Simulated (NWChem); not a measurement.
Program: NWChem. System: InO, charge 0, spin multiplicity 4, at the geometry of a parent with another charge or spin, in a state set for the comparison that need not be this species' ground state. Its SCF solution wasn't tested for a lower state. Level: UB2PLYP/def2-TZVP with def2 effective core potentials on In, 5 core orbitals frozen.

NWChem printed:

```
             Northwest Computational Chemistry Package (NWChem) 7.3.0
             --------------------------------------------------------

                                NWChem Input Module
                                -------------------

 Scaling coordinates for geometry "geometry" by  1.889725989
 (inverse scale =  0.529177249)

                             Geometry "geometry" -> ""
                             -------------------------

 Output coordinates in angstroms (scale by  1.889725989 to convert to a.u.)

  No.       Tag          Charge          X              Y              Z
 ---- ---------------- ---------- -------------- -------------- --------------
    1 In                  49.0000     0.00000000     0.00000000     0.27286200
    2 O                    8.0000     0.00000000     0.00000000    -1.67127900

 Effective nuclear repulsion energy (a.u.)     106.6987845058

            Nuclear Dipole moment (a.u.)
            ----------------------------
        X                 Y               Z
 ---------------- ---------------- ----------------
     0.0000000000     0.0000000000     0.0000113384


 Summary of "ao basis" -> "" (spherical)
 ------------------------------------------------------------------------------
       Tag                 Description            Shells   Functions and Types
 ---------------- ------------------------------  ------  ---------------------
 *                         def2-tzvp                  on all atoms

 Summary of "ao basis" -> "ao basis" (spherical)
 ------------------------------------------------------------------------------
       Tag                 Description            Shells   Functions and Types
 ---------------- ------------------------------  ------  ---------------------
 In                        def2-tzvp                16       50   6s5p3d2f
 O                         def2-tzvp                11       31   5s3p2d1f

 Summary of "ao basis" -> "ao basis" (spherical)
 ------------------------------------------------------------------------------
       Tag                 Description            Shells   Functions and Types
 ---------------- ------------------------------  ------  ---------------------
 In                        def2-tzvp                16       50   6s5p3d2f
 O                         def2-tzvp                11       31   5s3p2d1f

            General Information
            -------------------
          SCF calculation type: DFT
[...]
     L   x y z        total         alpha         beta         nuclear
     -   - - -        -----         -----         ----         -------
     0   0 0 0     -0.000000    -16.000000    -13.000000     29.000000

     1   1 0 0     -0.000000     -0.000000      0.000000      0.000000
     1   0 1 0     -0.000000     -0.000000      0.000000      0.000000
     1   0 0 1      0.687322      8.462942      6.662132    -14.437752

     2   2 0 0    -20.605505    -13.411922     -7.193583      0.000000
     2   1 1 0     -1.846661     -2.287757      0.441096      0.000000
     2   1 0 1     -0.000000     -0.000000      0.000000      0.000000
     2   0 2 0    -23.919595    -17.517814     -6.401781      0.000000
     2   0 1 1     -0.000000     -0.000000      0.000000      0.000000
     2   0 0 2    -23.731358    -64.903447    -44.208185     85.380273

                   NWChem MP2 Semi-direct Energy/Gradient Module
                   ---------------------------------------------

  Basis functions       =     81
  Molecular orbitals    =     81
  Frozen core           =      5
  Frozen virtuals       =      0
  Active alpha occupied =     11
  Active beta occupied  =      8
  Active alpha virtual  =     65
  Active beta virtual   =     68
  Use MO symmetry       = F
  Use skeleton AO sym   = F

  AO/Fock/Back tols     =   1.0D-09  1.0D-09  1.0D-09

 GA uses MA = F    GA memory limited = T

 Available:
  local mem=  4.43D+07
 global mem=  1.44D+08
 local disk=  0.00D+00
  mp2_memr nvloc                    65
  nvloc new                    65
   1 passes of  11:        5242880                      49120                   8045753.
   1 passes of  11: M     44310920           G      144166078           F      39068040.

 Semi-direct pass number   1 of   1  for UHF alpha       at        6.0s
  vrange nnbf                  3305
  mp2_eaftype                    30  avail_ma_in_mb                   386
 EAF : mp2_eaftype filesize          30    4022877.
  mp2_eaf for mointskh                     30
Node 0 wrote     18.9 Mb in      0.0 s     Agg I/O rate:  1346.2 Mb/s
 Done moints_semi at        7.5s
  mp2_eaftype                    30  avail_ma_in_mb                   386
 EAF : mp2_eaftype filesize          30    4022877.
  mp2_eaf for kh                    30
 Done maket at        7.6s
 Done multipass loop at        7.6s

 GA uses MA = F    GA memory limited = T

 Available:
  local mem=  4.43D+07
 global mem=  1.44D+08
 local disk=  0.00D+00
  mp2_memr nvloc                    68
  nvloc new                    68
   1 passes of   8:        5242880                      40573                   6124226.
   1 passes of   8: M     44310920           G      144166078           F      39068040.

 Semi-direct pass number   1 of   1  for UHF beta        at        7.6s
  vrange nnbf                  3305
  mp2_eaftype                    23  avail_ma_in_mb                   386
 EAF : mp2_eaftype filesize          23    3062113.
  mp2_eaf for mointskh                     23
Node 0 wrote     14.4 Mb in      0.0 s     Agg I/O rate:  1475.4 Mb/s
 Done moints_semi at        9.1s
  mp2_eaftype                    23  avail_ma_in_mb                   386
 EAF : mp2_eaftype filesize          23    3062113.
  mp2_eaf for kh                    23
 Done maket at        9.1s
 Done multipass loop at        9.1s

          -------------------------------------------
          DFT energy                    -264.822205814473
          Unscaled MP2 energy             -0.507276908464
          Total DFT+MP2 energy          -264.959170579758
          -------------------------------------------

 -----------------------
 Performance information
 -----------------------

 Timer overhead =  9.61D-08 seconds/call

               Nr. of calls         CPU time (s)                 Wall time (s)                GFlops
             ---------------    -------------------     ------------------------------   -------------------
Name         Min   Avg   Max    Min     Avg     Max     Min     Avg     Max   Mx/calls   Min     Max     Sum
mp2: moin     2     2     2    3.0     3.0     3.0      3.0     3.0     3.0     1.5      0.0     0.0     0.0
mp2: make     2     2     2   0.12    0.12    0.12     0.12    0.12    0.12    5.91E-2   0.0     0.0     0.0
mp2: tota     1     1     1    3.2     3.2     3.2      3.2     3.2     3.2     3.2      0.0     0.0     0.0

 The average no. of pstat calls per process was 5.00D+00
 with a timing overhead of 4.81D-07s

 Task  times  cpu:        9.1s     wall:        9.1s

 Total times  cpu:        9.1s     wall:        9.1s
```

Write an NWChem input that would produce this output.

Several could match; the one computed here: 
```
start mol
memory heap 200 mb stack 900 mb global 1100 mb
geometry units angstroms nocenter noautoz noautosym
  In     0.000000     0.000000     0.272862
  O      0.000000     0.000000    -1.671279
end
basis spherical
  * library def2-tzvp
end
ecp
  In library def2-ecp
end
dft
  xc hfexch 0.53 becke88 0.47 lyp 0.73 mp2 0.27
  dftmp2
  odft
  mult 4
  semidirect memsize 60000000 filesize 0
  iterations 100
end
mp2
  freeze core 5
end
task dft energy
```
